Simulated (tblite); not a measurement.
Record of a relaxation.

CH12Si4.
Numbering: `[CH3:1][Si@H:2]([SiH3:3])[SiH2:4][SiH3:5]` (hydrogens: H6, H7, H8 on C1; H9 on Si2; H10, H11, H12 on Si3; H13, H14 on Si4; H15, H16, H17 on Si5)

Computed with GFN2-xTB (tblite), gas phase: L-BFGS steps from a force-field or distance-geometry start until the largest atomic force falls under 0.01 eV/Å. 5 of its 106 geometries are shown.

Step 0: E = -411.0658 eV, largest atomic force 1.952 eV/Å
```
atom  x, y, z in Å  |  force x, y, z in eV/Å
C1     -0.792    1.978   -0.423    0.352   1.861  -0.472
Si2    -0.671    0.135   -0.473   -0.141  -0.652  -0.340
Si3    -2.498   -0.885    0.320   -0.837  -0.518   0.188
Si4     0.996   -0.538    0.871   -0.435  -0.412   1.299
Si5     2.843   -0.648   -0.342    1.233  -0.061  -0.271
H6     -0.760    2.361   -1.476   -0.244  -0.041   1.019
H7     -1.718    2.343    0.081    0.951  -0.102  -0.443
H8      0.128    2.391    0.073   -1.086  -0.099  -0.313
H9     -0.386   -0.305   -1.832    0.082   0.008  -0.415
H10    -3.647   -0.745   -0.585   -0.067  -0.148   0.266
H11    -2.139   -2.305    0.505   -0.277   0.160  -0.044
H12    -2.786   -0.349    1.656   -0.207  -0.079  -0.093
H13     1.141    0.384    2.006   -0.013  -0.117   0.107
H14     0.624   -1.865    1.421    0.104   0.269   0.082
H15     2.757   -1.771   -1.266    0.225  -0.061  -0.083
H16     2.916    0.582   -1.127    0.240   0.016  -0.102
H17     3.985   -0.750    0.581    0.120  -0.025  -0.386
```

Step 26: E = -411.6046 eV, largest atomic force 0.197 eV/Å
```
atom  x, y, z in Å  |  force x, y, z in eV/Å
C1     -0.836    2.031   -0.435    0.006  -0.031  -0.074
Si2    -0.761    0.111   -0.381    0.131   0.131   0.067
Si3    -2.732   -0.891    0.303   -0.050  -0.030   0.031
Si4     1.099   -0.532    0.886   -0.006  -0.021   0.010
Si5     3.075   -0.660   -0.307    0.021   0.000  -0.036
H6     -0.873    2.368   -1.465   -0.081   0.031  -0.044
H7     -1.710    2.438    0.071    0.105  -0.058   0.012
H8      0.051    2.487    0.001   -0.088  -0.064   0.075
H9     -0.470   -0.270   -1.783   -0.019  -0.027  -0.017
H10    -3.923   -0.798   -0.544    0.006   0.052  -0.043
H11    -2.462   -2.327    0.439   -0.031   0.005   0.035
H12    -3.141   -0.394    1.621   -0.014  -0.021  -0.002
H13     1.270    0.368    2.047   -0.025  -0.097  -0.041
H14     0.800   -1.857    1.473    0.032   0.122   0.024
H15     3.034   -1.796   -1.229   -0.002  -0.027  -0.045
H16     3.237    0.542   -1.130    0.020   0.027  -0.030
H17     4.336   -0.807    0.423   -0.005   0.010   0.078
```

Step 52: E = -411.6356 eV, largest atomic force 0.064 eV/Å
```
atom  x, y, z in Å  |  force x, y, z in eV/Å
C1     -0.892    1.969   -0.411   -0.003  -0.014   0.002
Si2    -0.748    0.060   -0.358    0.043  -0.042  -0.023
Si3    -2.776   -0.856    0.302   -0.059  -0.013  -0.003
Si4     1.166   -0.533    0.839   -0.041  -0.008   0.034
Si5     3.159   -0.656   -0.333    0.043   0.000  -0.021
H6     -1.054    2.321   -1.424   -0.022   0.013   0.003
H7     -1.723    2.322    0.194    0.016   0.026   0.015
H8      0.009    2.450   -0.041    0.000   0.015  -0.003
H9     -0.494   -0.325   -1.767   -0.003  -0.022  -0.023
H10    -3.886   -0.626   -0.633    0.024  -0.006   0.033
H11    -2.674   -2.311    0.464    0.007   0.039  -0.007
H12    -3.219   -0.323    1.596    0.000  -0.009  -0.023
H13     1.320    0.397    1.975    0.017  -0.023  -0.007
H14     0.898   -1.826    1.501    0.028   0.038  -0.018
H15     3.171   -1.787   -1.268   -0.014   0.015   0.024
H16     3.378    0.546   -1.149   -0.005  -0.023   0.037
H17     4.358   -0.810    0.501   -0.031   0.014  -0.021
```

Step 79: E = -411.6621 eV, largest atomic force 0.113 eV/Å
```
atom  x, y, z in Å  |  force x, y, z in eV/Å
C1     -0.858    1.917   -0.417   -0.080   0.009   0.080
Si2    -0.736    0.011   -0.388    0.003  -0.013   0.014
Si3    -2.808   -0.829    0.253    0.031  -0.001   0.008
Si4     1.157   -0.536    0.858    0.005   0.000   0.018
Si5     3.164   -0.608   -0.295   -0.018  -0.010  -0.003
H6     -1.475    2.257   -1.241    0.037   0.047  -0.075
H7     -1.326    2.282    0.494    0.040   0.010   0.035
H8      0.114    2.399   -0.494   -0.036  -0.035  -0.071
H9     -0.453   -0.384   -1.789   -0.020   0.015  -0.011
H10    -3.920   -0.583   -0.670    0.009   0.017  -0.016
H11    -2.740   -2.283    0.421   -0.002  -0.017   0.012
H12    -3.231   -0.273    1.544   -0.002  -0.011  -0.008
H13     1.261    0.385    2.005    0.019   0.004  -0.001
H14     0.940   -1.839    1.510   -0.010  -0.013   0.000
H15     3.148   -1.715   -1.255    0.032  -0.031   0.007
H16     3.407    0.597   -1.094   -0.012   0.036   0.030
H17     4.350   -0.787    0.548    0.003  -0.006  -0.019
```

Step 105: E = -411.6756 eV, largest atomic force 0.009 eV/Å
```
atom  x, y, z in Å  |  force x, y, z in eV/Å
C1     -0.845    1.921   -0.434   -0.002  -0.002  -0.003
Si2    -0.743    0.015   -0.374   -0.008  -0.003  -0.003
Si3    -2.811   -0.838    0.252    0.003   0.003   0.004
Si4     1.147   -0.553    0.872   -0.004  -0.003   0.002
Si5     3.160   -0.602   -0.271    0.004   0.004  -0.002
H6     -1.647    2.258   -1.084    0.000   0.003   0.000
H7     -1.028    2.337    0.553    0.000   0.001   0.001
H8      0.079    2.356   -0.805    0.000   0.000  -0.001
H9     -0.486   -0.379   -1.781    0.007  -0.003   0.001
H10    -3.893   -0.573   -0.703   -0.007   0.002   0.001
H11    -2.750   -2.294    0.403    0.004  -0.001   0.001
H12    -3.271   -0.305    1.538    0.001   0.003   0.002
H13     1.266    0.358    2.026   -0.005  -0.006  -0.004
H14     0.910   -1.861    1.510    0.002   0.002  -0.006
H15     3.182   -1.688   -1.256    0.004   0.004   0.002
H16     3.372    0.641   -1.020    0.003  -0.001   0.000
H17     4.351   -0.780    0.563   -0.001  -0.003   0.003
```

Question: Summarise the path.

Answer: The energy falls by 0.6098 eV from step 0 to step 105; nine tenths of that is first reached at step 30. It rises by more than 0.2 meV at step 78. The largest force goes from 1.952 to 0.009 eV/Å. Among the bonds Si4–Si5 changes most, from 2.212 to 2.315 Å; the atoms move by 0.491 Å rms after alignment.

Question: Follow the three bonds and two angles with the largest change from start to end.

Answer: 
```csv
step,E above end (eV),largest force (eV/Å),Si4–Si5 (Å),Si2–Si4 (Å),Si2–Si3 (Å),Si3–Si2–Si4 (°),Si2–Si4–Si5 (°)
0,0.6098,1.952,2.212,2.245,2.237,104.9,107.9
5,0.2801,0.456,2.302,2.328,2.301,104.4,105.7
9,0.1678,0.443,2.293,2.323,2.313,105.4,107.0
14,0.1255,0.229,2.308,2.342,2.314,106.8,109.0
18,0.0973,0.205,2.315,2.326,2.307,110.7,112.4
23,0.0826,0.192,2.305,2.347,2.329,112.0,113.3
27,0.0674,0.176,2.318,2.333,2.315,113.8,114.8
32,0.0534,0.134,2.306,2.337,2.326,115.7,116.4
37,0.0492,0.049,2.316,2.334,2.325,116.7,116.9
41,0.0467,0.105,2.313,2.335,2.323,117.0,117.1
46,0.0440,0.091,2.321,2.331,2.324,117.6,117.1
50,0.0412,0.060,2.316,2.331,2.322,118.3,117.5
55,0.0383,0.059,2.320,2.336,2.326,118.2,117.3
59,0.0375,0.027,2.314,2.334,2.324,118.7,117.6
64,0.0360,0.044,2.316,2.336,2.322,118.8,117.2
68,0.0342,0.113,2.318,2.336,2.324,119.5,117.2
73,0.0277,0.071,2.318,2.336,2.320,119.5,116.6
78,0.0267,0.594,2.317,2.329,2.329,119.5,116.5
82,0.0090,0.112,2.313,2.329,2.326,119.3,116.4
87,0.0037,0.106,2.316,2.334,2.325,119.0,116.2
91,0.0020,0.036,2.315,2.332,2.323,119.2,116.3
96,0.0006,0.022,2.315,2.334,2.324,119.1,116.6
100,0.0002,0.026,2.315,2.334,2.322,119.2,116.5
105,0.0000,0.009,2.315,2.334,2.323,119.2,116.5
```

What follows is the cost of the whole relaxation. On one thread of an Intel Xeon at 2.50 GHz, shared host, this took 3.2 s of wall time.
